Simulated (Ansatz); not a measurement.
Dissociation curve of SiMg, lowest singlet found (which spin is the ground state isn't settled by this scan).

- RHF/aug-cc-pVDZ (Ansatz, an electronic-structure program)
- RMP2 = MP2 on RHF/aug-cc-pVDZ, frozen core run with Ansatz
- RCCSD = CCSD on RHF/aug-cc-pVDZ, frozen core in Ansatz
- RCCSD(T) = CCSD(T) on RHF/aug-cc-pVDZ, frozen core run with Ansatz
- RKS-PBE0 = restricted PBE0/aug-cc-pVDZ run with Ansatz
- RKS-PBE = Ansatz with restricted PBE/aug-cc-pVDZ
- FCI = full CI/aug-cc-pVDZ, frozen core (Ansatz)

All curves are set to zero at 2.60 Å and compared with full CI in the same basis at 2.60, 2.70, 2.86, 2.99, 3.14, 3.37, 3.69, 4.05, 4.50, 4.92, 5.54, 6.26, 7.31, 8.61 Å.

Question: Which method stays most parallel to full CI over these points, and which least?

Answer: RMP2 has the smallest spread and RHF the largest. In order (kJ/mol): RMP2 7.20, RCCSD(T) 12.82, RCCSD 26.06, RKS-PBE0 26.49, RKS-PBE 41.79, RHF 60.95.

Errors against full CI at some of the points (kJ/mol):

| method | 3.14 Å | 4.05 Å | 4.92 Å | 6.26 Å | 8.61 Å |
|---|---|---|---|---|---|
| RMP2 | 7.2 | 4.2 | 4.3 | 4.8 | 4.7 |
| RCCSD(T) | -1.7 | -9.2 | -12.1 | -12.7 | -12.8 |
| RCCSD | -5.7 | -20.0 | -24.6 | -25.8 | -26.1 |
| RKS-PBE0 | 5.7 | 16.5 | 24.2 | 26.3 | 26.5 |
| RKS-PBE | 6.2 | 22.2 | 35.5 | 41.2 | 41.8 |
| RHF | -23.1 | -52.3 | -58.6 | -60.4 | -61.0 |

The restricted form behind RHF, RMP2, RKS-PBE0, RKS-PBE keeps the bonding electrons paired and can't separate into open-shell fragments. Also computed but left out beside FCI, since their determinant holds another spin at the minimum (<S²> over 0.7 above the pure value): UHF, UMP2, UCCSD, UCCSD(T), UCCSDT, UCCSDT(Q), UKS-PBE0, UKS-PBE, UKS-B3LYP/6-31G*, UHF/LANL2DZ, UMP2/3-21G, UKS-B3LYP/6-311+G**.
